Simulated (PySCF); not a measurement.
Co³⁺: interval between two levels

Co³⁺ [Ar] 3d6 [5D4, M_J = 4] → Co³⁺ [Ar] 3d5 4p1 [7P4, M_J = 4], as a difference of total energies. Computed with PySCF 2.14 in x2c-TZVPall-2c (6s7p4d1f, 54 functions), with the two-component X2C-1e Hamiltonian. Correlated levels: [Ne] frozen. "Screened" scales the spin-orbit matrix elements by Boettger's factors to mimic the two-electron term; Breit and QED terms are absent.

```json
{"method": "GHF (spin-free)", "interval between two levels (cm⁻¹)": "142940"}
{"method": "GMP2 (spin-free)", "interval between two levels (cm⁻¹)": "151700"}
{"method": "GHF (screened spin-orbit)", "interval between two levels (cm⁻¹)": "144080"}
{"method": "GMP2 (screened spin-orbit)", "interval between two levels (cm⁻¹)": "152880"}
```

The labels give the starting determinants; with spin-orbit coupling the two ends relaxed to ⟨J²⟩ = 20.00, ⟨L²⟩ = 6.01, ⟨S²⟩ = 6.00 and ⟨J²⟩ = 20.00, ⟨L²⟩ = 2.00, ⟨S²⟩ = 12.00.
